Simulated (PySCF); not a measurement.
## AlBH2Cl2O2

AlBH2Cl2O2 is a small molecule, neutral, singlet. The structure, one conformer, was relaxed in the gas phase by PBE0-D3(BJ)/def2-SVP. Frequencies by PBE0-D3(BJ)/def2-SVP show no clear imaginary mode.

SMILES: [OH][Al]([OH])[B](Cl)Cl

Coordinates in Å:
```
O1     -1.490    1.172    0.093
Al2    -0.123    0.232   -0.278
O3      0.683    0.294   -1.775
B4      0.607   -1.082    1.207
Cl5     2.166   -1.870    1.049
Cl6    -0.325   -1.424    2.652
H7     -1.956    1.822   -0.431
H8      0.485    0.828   -2.545
```

Shieldings: GIAO PBE0/pcSseg-1. Shifts are against computed references at the same level: H TMS (σ 31.27 ppm). Core levels by delta-SCF with SCAN, pcX-2 on the ionised atom and pcseg-1 elsewhere, spin-free X2C (2p3/2 is the spin-free 2p value less a third of a first-order spin-orbit splitting); from the vacuum level, for chosen atoms.

**Question.** Give the shieldings and core levels atom by atom.

**Answer.** 
```json
{"atoms": "O1 O3", "bonded to": "1 Al + 1 H", "σ (ppm)": "291.2", "δ (ppm)": "-", "core level (eV)": "1s 538.10"}
{"atoms": "Al2", "bonded to": "1 B + 2 O", "σ (ppm)": "463.5", "δ (ppm)": "-", "core level (eV)": "2p3/2 80.63"}
{"atoms": "B4", "bonded to": "1 Al + 2 Cl", "σ (ppm)": "19.0", "δ (ppm)": "-", "core level (eV)": "1s 197.98"}
{"atoms": "Cl5 Cl6", "bonded to": "1 B", "σ (ppm)": "496.2", "δ (ppm)": "-", "core level (eV)": "2p3/2 206.41"}
{"atoms": "H7 H8", "bonded to": "1 O", "σ (ppm)": "29.39", "δ (ppm)": "1.87", "core level (eV)": "-"}
```

Values are those of this one static structure; atoms that internal rotation interchanges would show their mean in an NMR spectrum.

The core-hole state of B4 is spin-contaminated (⟨S²⟩ 0.82 against 0.75 for a pure doublet), so that value and differences from it are less sure.
